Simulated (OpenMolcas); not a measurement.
## Ag3+: ligand-field states by method

Ag3+ with 6 ligands (fluoride) in octahedral coordination (Oh) at 2.06 Å. A charge of +0.5 e stands 2.6 Å behind each ligand. Ligand basis ANO-RCC-VDZP.
```
Ag    0.0000    0.0000    0.0000
F     2.0600    0.0000    0.0000
F     0.0000    2.0600    0.0000
F    -2.0600    0.0000    0.0000
F     0.0000   -2.0600    0.0000
F     0.0000    0.0000    2.0600
F     0.0000    0.0000   -2.0600
```

```json
{"Program": "OpenMolcas 26.06", "Basis": "ANO-RCC-VDZP [6s5p3d1f]", "Scalar Hamiltonian": "DKH2, point nucleus", "Active space": "8 electrons in 5 orbitals (4d)", "State averaging": "2S+1 = 3 even, 10 roots; 2S+1 = 1 even, 15 roots", "Spin-orbit coupling": "state interaction with AMFI integrals over the reference wave functions"}
```

I. CASSCF
II. SS-CASPT2, IPEA 0.25 Eh, imaginary shift 0.1 Eh (closed shells correlated: 4s 4p and the ligand valence shells)

Spin-free states (labels of O, the rotations of Oh) in cm-1, each column counted from its own energy of the first state listed:

```json
{"State": "3A2", "Degeneracy": "1", "I": "0", "II": "0"}
{"State": "1E", "Degeneracy": "2", "I": "12311", "II": "4940"}
{"State": "3T2", "Degeneracy": "3", "I": "16212", "II": "20900"}
{"State": "1A1", "Degeneracy": "1", "I": "22118", "II": "11840"}
{"State": "3T1", "Degeneracy": "3", "I": "23977", "II": "26410"}
{"State": "1T2", "Degeneracy": "3", "I": "27852", "II": "26370"}
{"State": "1T1", "Degeneracy": "3", "I": "32108", "II": "28190"}
{"State": "3T1", "Degeneracy": "3", "I": "37593", "II": "44580"}
{"State": "1T2", "Degeneracy": "3", "I": "47578", "II": "49970"}
{"State": "1E", "Degeneracy": "2", "I": "47831", "II": "49410"}
{"State": "1A1", "Degeneracy": "1", "I": "67002", "II": "58650"}
```

From I to II, I's first state of the same spin (3T2) moves from 16212 to 20900 cm-1, by about +4700 cm-1.

From I to II, I's first state of another spin (1E) moves from 12311 to 4940 cm-1, by about -7400 cm-1.

I: A least-squares ligand-field fit to the states below 45000 cm-1, each weighted by its degeneracy and with a free common offset, gives 10Dq = 15942 cm-1, B = 905 cm-1 and C = 2592 cm-1 (C/B = 2.86), with an rms deviation of 106 cm-1. The same method and metal basis give the free ion B = 1022 cm-1 (fit to its terms below 60000 cm-1, rms deviation 6 cm-1), so the nephelauxetic ratio is β = 905 / 1022 = 0.89; it hangs on how both fits weigh the states, and computed free-ion B values tend to be too large, so β mixes covalency with correlation.

χT at 300 K: I 1.31, II 1.24 cm3 K/mol.

Roots that are degenerate in the reference are averaged as groups; the widest CASPT2 spread within a group is 920 cm-1 (the 3-fold group of multiplicity 1 near 28200 cm-1 above the lowest state of its run, II). Shifts and gaps below about the spread of the groups concerned are not significant. Over all roots computed the reference weight is 0.65 to 0.70 in II; the roots of lowest weight are the least certain, and an intruder state may touch them. Real 4d8 and 5d8 ions are as a rule square planar and diamagnetic. The least metal-like active orbital is 75 % on the metal (Löwdin) and no ligand orbital is active, so the numbers are rough. Ligand-to-metal charge-transfer states are missing. With no ligand orbital active B as a rule stays too high, so bands that hang on it stand too high and its fall with covalency is understated. Without dynamic correlation the repulsion within the d shell is too large (B by tens of per cent), so at a given field states of lower spin stand too high (holds for I). With metal d orbitals alone the field can be off either way by tens of per cent (holds for I). With one d shell and no ligand orbital active, 10Dq can be off by a tenth or more (holds for II). No measured value stands beside these numbers; the geometry was imposed, not optimised, and the real ion may take another.
